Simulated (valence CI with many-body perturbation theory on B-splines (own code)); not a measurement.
# E1 line list for W⁶⁸⁺

Computed by valence CI with perturbative core correlation (CI+MBPT): four valence electrons over a frozen Dirac-Fock core [He], radial functions for each j: 11 s, 11 p, 10 d, 8 f, 5 g, 2 h, with the one-electron correlation potential Σ1 (screened to all orders), the two-electron term Σ2, the three-electron term Σ3, Breit, model QED; selected single and double excitations, second order for the rest, scaled by the run's own slope (own B-spline code, finite nucleus).

No measured spectrum was set against this ion. As an estimate, large intervals hold to a few tenths of a per cent, small ones and those within an open d or f shell to about a per cent. Among the levels kept, up to 1300 cm⁻¹ of a level comes from second order outside the variational space, and about a tenth of that is noise between levels of different J, which matters for small intervals.

Lines 101 to 150 of 600 in falling wavelength, among levels below 1064.9 Ry, chosen from the strongest by gf and those to the six lowest levels. Wavelengths and rates use the calculated energies. Electric multipoles are in the length gauge, E1 and E2 with the static RPA response of the core. Weak lines are less certain than strong ones. Lines between different terms over intervals too small for the method are left out, as are lines whose strength nearly cancels. The highest levels of a list are the least certain.

Levels are named by their leading jj configuration (3d3/2^4 stands for four electrons in 3d with j = 3/2), which in mixed levels can hold well under half, so a name can repeat and another be missing. Letters in brackets count levels of one name in rising energy.

```
λ vac (Å)                           Upper                           Lower   A (s⁻¹)  log gf  Branch %
    24.40  (2s 2p1/2 2p3/2 3p3/2) J=2 [c]     (2s 2p1/2 2p3/2 3s) J=1 [c]  1.16e+12   -0.29       0.4
    24.38  (2s 2p1/2 2p3/2 3d3/2) J=1 [a]  (2s 2p1/2 2p3/2 3p1/2) J=1 [a]  7.62e+11   -0.69       0.2
    24.38       (2p1/2 2p3/2^2 3d3/2) J=2   (2p1/2 2p3/2^2 3p1/2) J=1 [a]  4.02e+11   -0.75       0.2
    24.34          (2s^2 2p3/2 3d3/2) J=1          (2s^2 2p3/2 3p1/2) J=1  7.42e+11   -0.70       0.0
    24.30       (2p1/2^2 2p3/2 3d3/2) J=1       (2p1/2^2 2p3/2 3p1/2) J=1  7.21e+11   -0.72       0.2
    24.30      (2s 2p3/2^2 3d3/2) J=1 [c]      (2s 2p3/2^2 3p1/2) J=1 [a]  4.39e+11   -0.93       0.0
    24.26   (2p1/2 2p3/2^2 3p3/2) J=2 [a]      (2p1/2 2p3/2^2 3s) J=2 [a]  3.35e+11   -0.83       0.0
    24.21       (2p1/2^2 2p3/2 3p3/2) J=3          (2p1/2^2 2p3/2 3s) J=2  1.22e+12   -0.12       0.3
    24.17          (2s 2p3/2^2 3p3/2) J=4             (2s 2p3/2^2 3s) J=3  1.41e+12    0.04      21.9
    24.16          (2s^2 2p3/2 3p3/2) J=3             (2s^2 2p3/2 3s) J=2  1.41e+12   -0.06      13.2
    24.14  (2s 2p1/2 2p3/2 3p3/2) J=2 [a]     (2s 2p1/2 2p3/2 3s) J=1 [a]  6.19e+11   -0.57       0.2
    24.12   (2p1/2 2p3/2^2 3p3/2) J=1 [c]      (2p1/2 2p3/2^2 3s) J=1 [b]  4.71e+11   -0.91       0.1
    24.12  (2s 2p1/2 2p3/2 3p3/2) J=3 [a]     (2s 2p1/2 2p3/2 3s) J=2 [a]  1.37e+12   -0.08       1.6
    24.08  (2s 2p1/2 2p3/2 3d3/2) J=3 [b]      (2s 2p1/2 2p3/2 3p1/2) J=3  4.63e+11   -0.55       0.0
    24.08   (2p1/2 2p3/2^2 3p3/2) J=1 [c]          (2p1/2 2p3/2^2 3s) J=0  9.07e+11   -0.63       0.2
    24.00      (2s 2p3/2^2 3p3/2) J=2 [b]         (2s 2p3/2^2 3s) J=1 [a]  9.93e+11   -0.37       1.4
    23.99      (2s 2p3/2^2 3p3/2) J=3 [a]             (2s 2p3/2^2 3s) J=3  8.16e+11   -0.31       0.4
    23.98  (2s 2p1/2 2p3/2 3p3/2) J=3 [b]     (2s 2p1/2 2p3/2 3s) J=2 [b]  5.28e+11   -0.50       0.2
    23.97      (2s 2p1/2 2p3/2 3p3/2) J=4         (2s 2p1/2 2p3/2 3s) J=3  1.29e+12    0.00      32.3
    23.96      (2s 2p3/2^2 3p3/2) J=2 [c]         (2s 2p3/2^2 3s) J=2 [b]  3.72e+11   -0.80       0.8
    23.82  (2s 2p1/2 2p3/2 3p3/2) J=1 [b]     (2s 2p1/2 2p3/2 3s) J=2 [b]  1.27e+12   -0.49       0.2
    23.76      (2s 2p3/2^2 3p3/2) J=2 [c]         (2s 2p3/2^2 3s) J=1 [b]  5.24e+11   -0.65       1.1
    23.69  (2s 2p1/2 2p3/2 3d3/2) J=2 [b]      (2s 2p1/2 2p3/2 3p1/2) J=3  2.72e+11   -0.94       0.0
    23.64  (2s 2p1/2 2p3/2 3p3/2) J=2 [d]     (2s 2p1/2 2p3/2 3s) J=2 [c]  6.05e+11   -0.60       0.3
    23.61          (2s^2 2p1/2 3p3/2) J=2             (2s^2 2p1/2 3s) J=1  1.48e+12   -0.21      27.4
    23.56          (2s^2 2p1/2 3p3/2) J=1             (2s^2 2p1/2 3s) J=1  5.37e+11   -0.87      11.6
    23.55      (2s 2p3/2^2 3p3/2) J=1 [b]         (2s 2p3/2^2 3s) J=1 [a]  5.01e+11   -0.90       0.1
    23.45  (2s 2p1/2 2p3/2 3p3/2) J=1 [c]     (2s 2p1/2 2p3/2 3s) J=1 [c]  6.63e+11   -0.79       0.3
    23.43      (2s 2p3/2^2 3p3/2) J=2 [c]         (2s 2p3/2^2 3s) J=1 [a]  4.60e+11   -0.72       1.0
    23.41  (2s 2p1/2 2p3/2 3d3/2) J=2 [d]  (2s 2p1/2 2p3/2 3p1/2) J=2 [c]  2.74e+11   -0.95       0.0
    23.40          (2s^2 2p1/2 3p3/2) J=1             (2s^2 2p1/2 3s) J=0  1.05e+12   -0.59      22.5
    23.36   (2p1/2 2p3/2^2 3p3/2) J=1 [b]      (2p1/2 2p3/2^2 3s) J=2 [b]  5.67e+11   -0.86       0.1
    23.33  (2s 2p1/2 2p3/2 3p3/2) J=2 [b]         (2s 2p1/2 2p3/2 3s) J=3  3.80e+11   -0.81       0.1
    23.31          (2s 2p1/2^2 3p3/2) J=2             (2s 2p1/2^2 3s) J=1  1.44e+12   -0.23       3.8
    23.28       (2p1/2^2 2p3/2 3p3/2) J=2          (2p1/2^2 2p3/2 3s) J=1  7.22e+11   -0.53       0.2
    23.26      (2s 2p3/2^2 3p3/2) J=2 [a]         (2s 2p3/2^2 3s) J=2 [a]  1.16e+12   -0.33       0.2
    23.23  (2s 2p1/2 2p3/2 3p3/2) J=2 [d]     (2s 2p1/2 2p3/2 3s) J=1 [b]  9.00e+11   -0.44       0.4
    23.16          (2s^2 2p3/2 3p3/2) J=2             (2s^2 2p3/2 3s) J=1  8.46e+11   -0.47       6.9
    23.13  (2s 2p1/2 2p3/2 3p3/2) J=1 [c]         (2s 2p1/2 2p3/2 3s) J=0  7.91e+11   -0.72       0.3
    23.09          (2s 2p1/2^2 3p3/2) J=1             (2s 2p1/2^2 3s) J=1  5.58e+11   -0.87       0.1
    22.89  (2s 2p1/2 2p3/2 3p3/2) J=1 [d]     (2s 2p1/2 2p3/2 3s) J=1 [b]  9.85e+11   -0.63       2.3
    22.88       (2p1/2^2 2p3/2 3p3/2) J=2          (2p1/2^2 2p3/2 3s) J=2  7.14e+11   -0.55       0.2
    22.86  (2s 2p1/2 2p3/2 3p3/2) J=2 [a]     (2s 2p1/2 2p3/2 3s) J=2 [a]  6.90e+11   -0.57       0.2
    22.81  (2s 2p1/2 2p3/2 3p3/2) J=3 [b]         (2s 2p1/2 2p3/2 3s) J=3  8.80e+11   -0.32       0.3
    22.80   (2p1/2 2p3/2^2 3p3/2) J=2 [b]      (2p1/2 2p3/2^2 3s) J=2 [b]  1.04e+12   -0.39       0.2
    22.77          (2s^2 2p3/2 3p3/2) J=2             (2s^2 2p3/2 3s) J=2  8.29e+11   -0.49       6.7
    22.45   (2p1/2 2p3/2^2 3p3/2) J=1 [b]      (2p1/2 2p3/2^2 3s) J=1 [a]  8.56e+11   -0.71       0.2
    22.37      (2s 2p3/2^2 3p3/2) J=1 [c]         (2s 2p3/2^2 3s) J=1 [b]  1.38e+12   -0.51       0.7
    22.34   (2p1/2 2p3/2^2 3p3/2) J=2 [b]          (2p1/2 2p3/2^2 3s) J=3  3.20e+11   -0.92       0.1
    22.17       (2p1/2^2 2p3/2 3p3/2) J=0          (2p1/2^2 2p3/2 3s) J=1  1.69e+12   -0.91       0.4
```

Problem. How does gf follow from A for the line at 23.13 Å?

Solution. gf = 1.4992 × (2J+1)_upper × A / σ², with σ = 4323128 cm⁻¹ and 2J+1 = 3: gf = 0.190.
